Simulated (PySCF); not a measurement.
Basis-set dependence of population analyses: `C=C/C=C/BP`

Species: C4H8BP.
Structure used (PBE0-D3(BJ)/def2-SVP), in Å, numbered top down from 1:
```
atom  x, y, z in Å
C1    -2.2388   -1.6859    0.0506
C2    -1.6757   -0.5812   -0.4647
C3    -0.2761   -0.2490   -0.3022
C4     0.3321    0.8455   -0.8244
B5     1.8368    1.1454   -0.7011
P6     3.0362    0.1627    0.3899
H7    -3.3000   -1.9071   -0.0849
H8    -1.6479   -2.4051    0.6262
H9    -2.2872    0.1229   -1.0409
H10    0.3174   -0.9660    0.2816
H11   -0.3012    1.5223   -1.4141
H12    2.3514    1.9640   -1.4300
H13    3.9186    1.1961    0.8027
H14    2.3184    0.0184    1.6095
```

PBE0 throughout (PySCF), one geometry, spherical d and f functions. One conformer (not necessarily the lowest) at the PBE0-D3(BJ)/def2-SVP geometry, without solvent, vibrations or thermal averaging. The first 7 of 13 kinds of atom are listed.

Mulliken charges (e):

| basis | functions | C1 | C2 | C3 | C4 | B5 | P6 | H7 |
| --- | --- | --- | --- | --- | --- | --- | --- | --- |
| STO-3G | 42 | -0.154 | -0.086 | -0.065 | -0.176 | +0.032 | +0.214 | +0.089 |
| 6-31G | 74 | -0.358 | -0.114 | -0.146 | -0.264 | +0.020 | -0.024 | +0.173 |
| pcSseg-0 | 74 | -0.396 | -0.260 | -0.189 | -0.533 | +0.204 | -0.287 | +0.236 |
| 6-31G* | 104 | -0.392 | -0.107 | -0.139 | -0.234 | +0.021 | -0.144 | +0.187 |
| cc-pVDZ | 128 | -0.007 | -0.066 | -0.019 | -0.005 | -0.021 | -0.084 | +0.056 |
| def2-SVP | 128 | -0.059 | -0.048 | -0.026 | -0.029 | -0.057 | -0.044 | +0.064 |
| aug-cc-pVDZ | 214 | +0.381 | +1.299 | +1.008 | +0.390 | -0.575 | -0.969 | -0.427 |
| 6-311+G(2d,p) | 218 | -0.390 | -0.030 | +0.127 | -0.253 | -0.077 | -0.096 | +0.134 |
| def2-TZVP | 240 | -0.257 | -0.114 | +0.003 | -0.226 | +0.025 | -0.225 | +0.140 |
| cc-pVTZ | 296 | -0.251 | -0.075 | -0.030 | -0.198 | -0.021 | -0.108 | +0.128 |
| IGLO-III | 299 | -0.211 | -0.057 | -0.019 | -0.234 | +0.107 | +0.130 | +0.120 |

IAO charges (e):

```json
{"basis": "STO-3G", "functions": "42", "C1": "-0.241", "C2": "-0.148", "C3": "-0.099", "C4": "-0.251", "B5": "-0.072", "P6": "+0.209", "H7": "+0.140"}
{"basis": "6-31G", "functions": "74", "C1": "-0.285", "C2": "-0.138", "C3": "-0.074", "C4": "-0.268", "B5": "-0.086", "P6": "+0.028", "H7": "+0.163"}
{"basis": "pcSseg-0", "functions": "74", "C1": "-0.269", "C2": "-0.141", "C3": "-0.074", "C4": "-0.258", "B5": "-0.102", "P6": "+0.021", "H7": "+0.158"}
{"basis": "6-31G*", "functions": "104", "C1": "-0.273", "C2": "-0.134", "C3": "-0.065", "C4": "-0.269", "B5": "-0.082", "P6": "+0.082", "H7": "+0.157"}
{"basis": "cc-pVDZ", "functions": "128", "C1": "-0.278", "C2": "-0.135", "C3": "-0.067", "C4": "-0.268", "B5": "-0.095", "P6": "+0.081", "H7": "+0.158"}
{"basis": "def2-SVP", "functions": "128", "C1": "-0.269", "C2": "-0.132", "C3": "-0.064", "C4": "-0.263", "B5": "-0.097", "P6": "+0.094", "H7": "+0.154"}
{"basis": "aug-cc-pVDZ", "functions": "214", "C1": "-0.290", "C2": "-0.137", "C3": "-0.069", "C4": "-0.274", "B5": "-0.092", "P6": "+0.071", "H7": "+0.163"}
{"basis": "6-311+G(2d,p)", "functions": "218", "C1": "-0.290", "C2": "-0.137", "C3": "-0.068", "C4": "-0.275", "B5": "-0.098", "P6": "+0.091", "H7": "+0.163"}
{"basis": "def2-TZVP", "functions": "240", "C1": "-0.289", "C2": "-0.137", "C3": "-0.068", "C4": "-0.274", "B5": "-0.098", "P6": "+0.093", "H7": "+0.162"}
{"basis": "cc-pVTZ", "functions": "296", "C1": "-0.289", "C2": "-0.137", "C3": "-0.068", "C4": "-0.275", "B5": "-0.096", "P6": "+0.083", "H7": "+0.162"}
{"basis": "IGLO-III", "functions": "299", "C1": "-0.291", "C2": "-0.138", "C3": "-0.069", "C4": "-0.275", "B5": "-0.100", "P6": "+0.095", "H7": "+0.163"}
```

Hirshfeld charges (e):

```tsv
basis	functions	C1	C2	C3	C4	B5	P6	H7
STO-3G	42	-0.043	-0.023	-0.002	-0.091	+0.064	+0.104	+0.032
6-31G	74	-0.073	-0.038	-0.006	-0.115	+0.063	-0.018	+0.054
pcSseg-0	74	-0.067	-0.034	-0.005	-0.119	+0.056	+0.011	+0.053
6-31G*	104	-0.072	-0.039	-0.006	-0.114	+0.068	-0.022	+0.055
cc-pVDZ	128	-0.072	-0.038	-0.008	-0.119	+0.063	+0.006	+0.054
def2-SVP	128	-0.073	-0.038	-0.009	-0.122	+0.062	+0.014	+0.054
aug-cc-pVDZ	214	-0.078	-0.046	-0.018	-0.128	+0.070	+0.008	+0.057
6-311+G(2d,p)	218	-0.075	-0.046	-0.018	-0.127	+0.067	+0.012	+0.056
def2-TZVP	240	-0.077	-0.044	-0.015	-0.126	+0.068	+0.005	+0.056
cc-pVTZ	296	-0.077	-0.042	-0.013	-0.124	+0.068	+0.005	+0.056
IGLO-III	299	-0.078	-0.045	-0.019	-0.129	+0.069	+0.016	+0.057
```

**Question.** Which scheme is steadiest as the basis changes?

**Answer.** Largest range over the bases for any column: Hirshfeld 0.13 e, IAO 0.19 e, Mulliken 1.56 e. Hirshfeld charges move least and Mulliken charges most, counted in e. Without the minimal STO-3G basis the ranges are Hirshfeld 0.04, IAO 0.07, Mulliken 1.56 e.

**Question.** How much do the charges still move between the two largest bases, cc-pVTZ and IGLO-III?

**Answer.** At most, over all atoms: Mulliken 0.237 e, IAO 0.012 e, Hirshfeld 0.011 e.

**Question.** What do the same runs give for the total energy, the frontier levels and the dipole moment?

**Answer.** 
```csv
basis,energy (Eh),HOMO (eV),LUMO (eV),μ (D)
STO-3G,-516.9868,-4.19,0.52,1.32
6-31G,-522.9402,-6.62,-2.12,2.30
pcSseg-0,-522.2295,-6.85,-2.41,2.32
6-31G*,-523.0043,-6.62,-2.11,2.21
cc-pVDZ,-523.0423,-6.70,-2.26,2.02
def2-SVP,-522.7948,-6.74,-2.31,2.01
aug-cc-pVDZ,-523.0522,-6.80,-2.39,1.98
"6-311+G(2d,p)",-523.0889,-6.82,-2.41,2.00
def2-TZVP,-523.1035,-6.80,-2.39,1.99
cc-pVTZ,-523.1042,-6.79,-2.36,2.01
IGLO-III,-523.1085,-6.79,-2.38,1.92
```

The dipole is fixed by the density alone, so its range of 1.00 D shows that the density itself changes with the basis, not only its division among atoms.
